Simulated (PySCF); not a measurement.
2-hydroxyethyl prop-2-enoate (C₅H₈O₃), SMILES C=CC(=O)OCCO. Atoms are numbered in the order given.

```xyz
16

C      3.3514     0.5664     0.2181
C      2.2170     0.7026    -0.4705
C      1.0088    -0.0631    -0.0829
O      0.9376    -0.8409     0.8346
O     -0.0172     0.2212    -0.9013
C     -1.2426    -0.4513    -0.6498
C     -2.0606     0.2563     0.4213
O     -3.3034    -0.3598     0.6013
H      4.2551     1.1189    -0.0487
H      3.3886    -0.1146     1.0736
H      2.1265     1.3688    -1.3320
H     -1.7827    -0.4479    -1.6093
H     -1.0521    -1.4908    -0.3449
H     -1.5240     0.1912     1.3794
H     -2.1457     1.3301     0.1619
H     -3.8456    -0.1843    -0.1744
```

Coordinates come from a PBE0-D3(BJ)/def2-SVP optimisation. The values are those of a single conformer.

Method: PySCF with B3LYP/pcSseg-1.

GIAO shieldings, no solvent; atoms listed in one row are averaged. δ = σ(ref) − σ: ¹³C against TMS (σ = 181.3 ppm); ¹⁷O against H2O (σ = 333.8 ppm); ¹H against TMS (σ = 31.68 ppm), references at their B3LYP-D3(BJ)/def2-TZVP geometries, non-relativistic.

```csv
nucleus,atoms,count,δ (ppm)
¹³C,C3,1,172.5
¹³C,C1,1,143.7
¹³C,C2,1,138.2
¹³C,C6,1,69.4
¹³C,C7,1,65.3
¹⁷O,O4,1,400.9
¹⁷O,O5,1,211.7
¹⁷O,O8,1,27.4
¹H,H10,1,7.18
¹H,H11,1,6.35
¹H,H9,1,6.29
¹H,H13,1,5.04
¹H,H14,1,4.31
¹H,H15,1,3.70
¹H,H12,1,3.51
¹H,H16,1,-0.03
```
